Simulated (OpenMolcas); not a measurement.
As+: effect of the active space

```json
{
 "Program": "OpenMolcas",
 "Method": "MS-CASPT2 or its RAS form, IPEA 0.25 Eh, imaginary shift 0.1 Eh",
 "Basis": "ANO-RCC-VQZP",
 "Scalar Hamiltonian": "DKH2, point nucleus",
 "Spin-orbit coupling": "state interaction with AMFI integrals over the reference wave functions, term energies averaged over their components"
}
```

A. 2 electrons in 9 orbitals (RAS2 4p; RAS3 4d 5s, at most 1 electron); 2S+1 = 3 even, 3 roots; 2S+1 = 1 even, 6 roots; 2S+1 = 3 odd, 18 roots; 2S+1 = 1 odd, 18 roots; closed shells correlated: 3d 4s; CASPT2 step about 15 core-seconds
B. 4 electrons in 9 orbitals (RAS2 4s 4p; RAS3 4d, at most 2 electrons); 2S+1 = 3 even, 6 roots; 2S+1 = 1 even, 6 roots; 2S+1 = 5 odd, 1 root; 2S+1 = 3 odd, 8 roots; 2S+1 = 1 odd, 8 roots; closed shells correlated: 3d; CASPT2 step about 13 core-seconds

Energies in cm-1 above 4s2 4p2 3P0, the measured ground level; measured values from NIST Handbook of Basic Atomic Spectroscopic Data.

| Level | A | B | Measured |
| --- | --- | --- | --- |
| 4s2 4p2 3P0 | 0.0 | 0.0 | 0.0 |
| 4s2 4p2 3P1 | 899 | 941 | 1063 |
| 4s2 4p2 3P2 | 2230 | 2290 | 2541 |
| 4s2 4p2 1D2 | 9940 | 9990 | 10096 |
| 4s2 4p2 1S0 | 26200 | 22660 | 22599 |

Deviations, from unrounded energies. A percentage is the sum of absolute deviations over the sum of measured energies, with the sign that they share, or ± where signs differ.

```tsv
Against measurement	Levels	A	B
mean absolute deviation (cm-1)	4	1100	130
fine structure of the ground term (%)	2	-13.2	-10.3
other terms of the ground configuration (%)	2	±11.5	±0.5
```

B lies closest to measurement on these levels. The largest miss of B in the table is 4s2 4p2 3P2, by -250 cm-1. The ranking rests on the paired levels alone, and a cruder setting can come out closer through cancelling errors.

Between A and B the level of the table that moves most is 4s2 4p2 1S0, by 3500 cm-1 (lowest in B, highest in A). Moves below CASPT2's spread within the term are not significant.

CASPT2 does not keep the components of a term degenerate, so their means are used; among the terms shown or strongly mixed into the levels shown the widest spread is 130 cm-1 (4s2 4p2 1D, A). Over all roots computed the reference weight is 0.92 to 0.98 in B; the roots of lowest weight are the least certain, and an intruder state may touch them. With the s shell closed, the reference lacks s² → p² mixing (holds for A). Some terms miss by over 15 % even with CASPT2, which points to a basis or an active space too small for the shells correlated (holds for A). The run also gave levels led by 4s 4p2 4d, 4s2 4p 4d, which use shells meant for correlation; these and all levels above them are left out (holds for B). Computed and measured levels are paired by configuration, term and J; levels that our copy of the source lacks, or whose pairing is in doubt (as where it misses far off the trend of its configuration), stay unpaired and out of the deviations. Where the source uses jj or jK labels, the order within each J decides. Levels of configurations outside the active space are missing. The table leaves out levels that lie high or whose names do not pair safely across all columns.
